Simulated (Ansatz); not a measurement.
A nudged elastic band was laid between two geometries of AsH4Si (6 atoms, charge -1, multiplicity 1).

Level of theory: Ansatz 0.2.0, RKS B3LYP-D4/def2-SVPD.

- movable images: 5
- climbing image: yes
- spring: 5.0 eV/Å²
- optimiser: quadratic models (default)
- start path: IDPP
- force threshold: 0.03 eV/Å
- iteration limit: 60
- end points: relaxed

Initial state:

```xyz
6
Properties=species:S:1:pos:R:3
Si 0.006 -1.232 0.449
As -0.036 1.127 -0.407
H 1.094 -1.600 -0.591
H -1.142 -1.622 -0.517
H 1.132 1.648 0.453
H -1.053 1.679 0.612
```

Final state:

```xyz
6
Properties=species:S:1:pos:R:3
Si 0.436 -1.130 -0.718
As -0.203 1.248 -0.347
H 0.423 -1.564 0.762
H -1.039 -1.528 -0.952
H 1.161 1.734 0.171
H -0.778 1.240 1.084
```

Question: What changes between the two ends?

Answer: No bond is made or broken. The height of Si1 over the plane of its neighbours goes from -0.98 to 0.93 Å.

Question: What energy profile does the band end with?

Answer: It converged. The highest image is number 3 of 0 to 6, 30.5 kcal/mol above the first end and 30.7 kcal/mol above the last; the last end lies 0.2 kcal/mol below the first. Beside the main top the profile has a ripple of under 15 meV (maxima at images 1, 3), which may be a very shallow well or noise. Neighbouring images differ by up to 1.3 eV, so the band resolves the path poorly. A vibrational analysis at the climbing image gives one clearly imaginary mode, 807i cm⁻¹: a first-order saddle point. Limits of this set-up: the dipole of an ion depends on the origin.

```json
{"image": "0", "path coordinate (Å)": "0.00", "energy (kcal/mol)": "0.0", "height of Si1 over the plane of its neighbours (Å)": "-0.98"}
{"image": "1", "path coordinate (Å)": "1.32", "energy (kcal/mol)": "0.4", "height of Si1 over the plane of its neighbours (Å)": "-0.96"}
{"image": "2", "path coordinate (Å)": "2.64", "energy (kcal/mol)": "0.2", "height of Si1 over the plane of its neighbours (Å)": "-0.95"}
{"image": "3", "path coordinate (Å)": "3.96", "energy (kcal/mol)": "30.5", "height of Si1 over the plane of its neighbours (Å)": "0.00"}
{"image": "4", "path coordinate (Å)": "4.39", "energy (kcal/mol)": "13.8", "height of Si1 over the plane of its neighbours (Å)": "0.49"}
{"image": "5", "path coordinate (Å)": "4.83", "energy (kcal/mol)": "1.0", "height of Si1 over the plane of its neighbours (Å)": "0.85"}
{"image": "6", "path coordinate (Å)": "5.27", "energy (kcal/mol)": "-0.2", "height of Si1 over the plane of its neighbours (Å)": "0.93"}
```

Question: What is the geometry of the highest image?

Answer: 
```xyz
6
Properties=species:S:1:pos:R:3:forces:R:3
Si -0.053 -1.023 -0.361 0.00 0.00 0.00
As -0.434 1.208 -0.037 0.00 0.01 0.00
H 0.959 -1.881 0.318 0.00 0.00 0.00
H -0.939 -1.652 -1.376 0.00 0.00 0.00
H 0.961 1.910 -0.052 0.00 0.00 0.00
H -0.495 1.437 1.507 0.00 0.00 0.00
```

Time of the run: 100 s on 2 threads of Arm Neoverse V1, with other jobs on the host, peak memory 0.19 GiB.
